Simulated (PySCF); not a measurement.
Cl3OTa, SMILES [O]=[Ta]([Cl])([Cl])[Cl] (connectivity only; charge and spin as stated), charge +1, multiplicity 2.

Geometry: B3LYP-D3(BJ)/def2-SVP. The spin state was assumed, not searched. The isomer is the one that the SMILES or the coordinates give; other isomers of the formula were not compared. The def2 effective core potentials stand for the cores of Ta; spin–orbit coupling is left out.

Two levels are set side by side: PBE/def2-TZVP (PySCF) and r2SCAN/def2-TZVP (PySCF). Same geometry, gas phase. Differences are taken from unrounded values.

```csv
quantity,r2SCAN,PBE,PBE minus r2SCAN
α-spin orbital gap (eV),5.04,4.64,-0.39
β-spin orbital gap (eV),0.92,0.22,-0.70
mean polarisability (bohr³),96.4,102.6,6.3
```

Rough cost on one machine, each run with all the roots and properties that it gave: r2SCAN against PBE about 3 times.
